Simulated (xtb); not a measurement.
C$_{2}$F$_{3}$O$_{2}$, charge -2, doublet, at a GFN2-xTB geometry of the parent state (a state made from the parent by changing its charge; the spin is typed, not shown lowest); GFN1-xTB (xtb).

xtb was given this input:
```
$ xtb mol.xyz --gfn 1 --chrg -2 --uhf 1 --json

# file mol.xyz
7

O      1.46064015    -1.26075785     0.19324123
C      1.11662273    -0.10515873     0.01193788
O      1.70559003     0.94756873    -0.16051919
C     -0.52725742     0.05945993    -0.00506733
F     -1.12424353    -0.41863818     1.11869787
F     -0.96678271     1.33724450    -0.11999282
F     -1.11631080    -0.60975015    -1.03237168
```

The log (banner, timings and long lists left out):

```
   ID    Z sym.   atoms
    1    8 O      1, 3
    2    6 C      2, 4
    3    9 F      5-7

           -------------------------------------------------
          |                Calculation Setup                |
           -------------------------------------------------

           -------------------------------------------------
          |                 G F N 1 - x T B                 |
           -------------------------------------------------

          ...................................................
          :                      SETUP                      :
          :.................................................:
          :  # basis functions                  28          :
          :  # atomic orbitals                  28          :
          :  # shells                           14          :
          :  # electrons                        43          :
          :  # halogen bonds                     0          :
          :  max. iterations                   250          :
          :  Hamiltonian                  GFN1-xTB          :
          :  restarted?                      false          :
          :  GBSA solvation                  false          :
          :  PC potential                    false          :
          :  electronic temp.          300.0000000     K    :
          :  accuracy                    1.0000000          :
          :  -> integral cutoff          0.2500000E+02      :
          :  -> integral neglect         0.1000000E-07      :
          :  -> SCF convergence          0.1000000E-05 Eh   :
          :  -> wf. convergence          0.2000000E-04 e    :
          :  Broyden damping             0.4000000          :
          :  net charge                         -2          :
          :  unpaired electrons                  1          :
          ...................................................

 iter      E             dE          RMSdq      gap      omega  full diag
   1    -29.1758788 -0.291759E+02  0.868E+00    5.67       0.0  T
   2    -29.3096753 -0.133797E+00  0.477E+00    3.37       1.0  T
   3    -29.3130419 -0.336656E-02  0.174E+00    3.29       1.0  T
   4    -29.3150926 -0.205072E-02  0.223E-01    3.00       1.0  T
   5    -29.3154246 -0.332021E-03  0.738E-02    3.15       1.0  T
   6    -29.3154506 -0.260010E-04  0.278E-03    3.15      13.6  T
   7    -29.3154508 -0.110486E-06  0.124E-03    3.15      30.5  T
   8    -29.3154508 -0.120656E-07  0.487E-04    3.15      77.6  T
   9    -29.3154508 -0.134874E-08  0.944E-05    3.15     400.6  T
  10    -29.3154508 -0.709619E-10  0.110E-06    3.15   34343.5  T

   *** convergence criteria satisfied after 10 iterations ***

         :::::::::::::::::::::::::::::::::::::::::::::::::::::
         ::                     SUMMARY                     ::
         :::::::::::::::::::::::::::::::::::::::::::::::::::::
         :: total energy             -29.216085324768 Eh    ::
         :: gradient norm              0.306505629501 Eh/a0 ::
         :: HOMO-LUMO gap              3.148298251973 eV    ::
         ::.................................................::
         :: SCC energy               -29.315450771100 Eh    ::
         :: -> electrostatic           0.680483933342 Eh    ::
         :: repulsion energy           0.101100886314 Eh    ::
         :: dispersion energy         -0.001735439983 Eh    ::
         :: halogen bond corr.         0.000000000000 Eh    ::
         :: add. restraining           0.000000000000 Eh    ::
         :: total charge              -2.000000000000 e     ::
         :::::::::::::::::::::::::::::::::::::::::::::::::::::

           -------------------------------------------------
          |                Property Printout                |
           -------------------------------------------------

    * Orbital Energies and Occupations

         #    Occupation            Energy/Eh            Energy/eV
      -------------------------------------------------------------
         1        2.0000           -0.4737630             -12.8917
       ...           ...                  ...                  ...
        10        2.0000           -0.1642683              -4.4700
        11        2.0000           -0.1641097              -4.4657
        12        2.0000           -0.1444368              -3.9303
        13        2.0000           -0.1436333              -3.9085
        14        2.0000           -0.1427021              -3.8831
        15        2.0000           -0.1161157              -3.1597
        16        2.0000           -0.0855974              -2.3292
        17        2.0000           -0.0776407              -2.1127
        18        2.0000           -0.0449944              -1.2244
        19        2.0000            0.0272253               0.7408
        20        2.0000            0.0393977               1.0721
        21        2.0000            0.0487744               1.3272
        22        1.0000            0.2925837               7.9616 (HOMO)
        23                          0.4082816              11.1099 (LUMO)
        24                          0.4202238              11.4349
        25                          0.4470774              12.1656
        26                          0.5224606              14.2169
        27                          0.9562728              26.0215
        28                          1.3862763              37.7225
      -------------------------------------------------------------
                  HL-Gap            0.1156978 Eh            3.1483 eV
             Fermi-level            0.2605559 Eh            7.0901 eV

  Mulliken/CM5 charges         n(s)   n(p)   n(d)
     1O    -0.86593 -0.90420   1.749  5.117  0.000
     2C     0.36524  0.43971   0.863  2.772  0.000
     3O    -0.86722 -0.90551   1.749  5.118  0.000
     4C     0.50719  0.56478   1.121  2.372  0.000
     5F    -0.38398 -0.40248   1.847  5.537  0.000
     6F    -0.36776 -0.38623   1.841  5.526  0.000
     7F    -0.38755 -0.40606   1.849  5.539  0.000

Wiberg/Mayer (AO) data.
largest (>0.10) Wiberg bond orders for each atom

 ---------------------------------------------------------------------------
     #   Z sym  total        # sym  WBO       # sym  WBO       # sym  WBO
 ---------------------------------------------------------------------------
     1   8 O    1.544 --     2 C    1.326     3 O    0.113
     2   6 C    3.538 --     3 O    1.328     1 O    1.326     4 C    0.783
     3   8 O    1.544 --     2 C    1.328     1 O    0.113
     4   6 C    3.394 --     6 F    0.845     5 F    0.804     7 F    0.796
                             2 C    0.783
     5   9 F    0.924 --     4 C    0.804
     6   9 F    0.938 --     4 C    0.845
     7   9 F    0.920 --     4 C    0.796
 ---------------------------------------------------------------------------

Topologies differ in total number of bonds
Writing topology from bond orders to xtbtopo.mol

 dipole moment from electron density (au)
     X       Y       Z
  -3.2179   0.3614  -0.0291  total (Debye):    8.231

           -------------------------------------------------
          | TOTAL ENERGY              -29.216085324768 Eh   |
          | GRADIENT NORM               0.306505629501 Eh/α |
          | HOMO-LUMO GAP               3.148298251973 eV   |
           -------------------------------------------------

normal termination of xtb
```
